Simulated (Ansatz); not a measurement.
Input and output for cyclo-(SiH2)4 (Si4H8).

```yaml
crystal:
  periodic: [false, false, false]
  atoms:
    - {symbol: Si, position_ang: [0.976734, -1.373195, -0.023577]}
    - {symbol: H, position_ang: [0.486313, -2.797488, 0.039394]}
    - {symbol: H, position_ang: [2.481780, -1.387311, -0.110763]}
    - {symbol: Si, position_ang: [0.100407, 0.042547, 1.681667]}
    - {symbol: H, position_ang: [-0.838209, -0.644129, 2.641061]}
    - {symbol: H, position_ang: [1.148546, 0.776992, 2.478577]}
    - {symbol: Si, position_ang: [-0.981218, 1.369993, 0.023920]}
    - {symbol: H, position_ang: [-2.486345, 1.367945, 0.111499]}
    - {symbol: H, position_ang: [-0.506080, 2.799451, -0.038279]}
    - {symbol: Si, position_ang: [-0.095438, -0.038994, -1.682038]}
    - {symbol: H, position_ang: [0.850828, 0.652948, -2.630114]}
    - {symbol: H, position_ang: [-1.137308, -0.768739, -2.491336]}
basis:
  gaussian: {orbitals: "6-31++G**", point_charges: [{charge: 1.00, position_ang: [5.276, 0.038, -0.242]}]}
hamiltonian: {xc: {name: wB97X-V}}
```

```sh
$ ansatz run in.yaml --threads 4 --pin off --events-out ev --progress --plain --max-ram 3916MiB
```

Shortened log:

```
Functional definition: wB97X-V
  name "wB97X-V"
  cite "Mardirossian & Head-Gordon, Phys. Chem. Chem. Phys. 16, 9904 (2014) doi:10.1039/C3CP54374A"
  cite "Becke, J. Chem. Phys. 107, 8554 (1997) doi:10.1063/1.475007"
  cite "Vydrov & Van Voorhis, J. Chem. Phys. 133, 244103 (2010) doi:10.1063/1.3521275"
  parameter omega = 0.3/bohr
  parameter cx = 0.167
  parameter cx1 = 0.603
  parameter cx2 = 1.194
  parameter css0 = 0.556
  parameter css1 = -0.257
  parameter cos0 = 1.219
  parameter cos1 = -1.850
  parameter b = 6.0
  parameter c = 0.01
  exchange = spin_sum(e_x_unif_sr(omega)*poly(b97_u_x, 1 - cx, cx1, cx2)) + cx*exact_x_sr(omega) + exact_x_lr(omega)
  correlation = spin_sum(e_c_pw_same_spin*poly(b97_u_same, css0, css1))
      + integral(e_c_pw_opposite_spin*poly(b97_u_opposite, cos0, cos1)) + vv10(b, c)
1428 factors; their error is unknown
407 factors; integrals over basis functions are off by at most 1.3e-5 eV
mean field evaluation 1: about -31633.1935 eV, gradient 1.1e1 eV
mean field evaluation 2: about -31633.9088 eV, gradient 3.6e0 eV
mean field evaluation 4: about -31633.9815 eV, gradient 1.7e-1 eV
mean field evaluation 8: about -31634.0862 eV, gradient 2.2e-2 eV
mean field -31634.08620212 eV, -1162.5312255741 hartree, gradient 4.3e-5 eV, S^2 0.000000; 0 other end points of the search recorded, 0 dependent functions left out
reference -31634.08619750 eV, -1162.5312254043 hartree; 32, 32 occupied and 108, 108 virtual orbitals, 1428 factors
Total energy: -31634.08619750 eV, -1162.5312254043 hartree
```

Run time 8.5 s (4 threads of Arm Neoverse V1 on a shared host).

The 6-31G sets use Cartesian d functions.
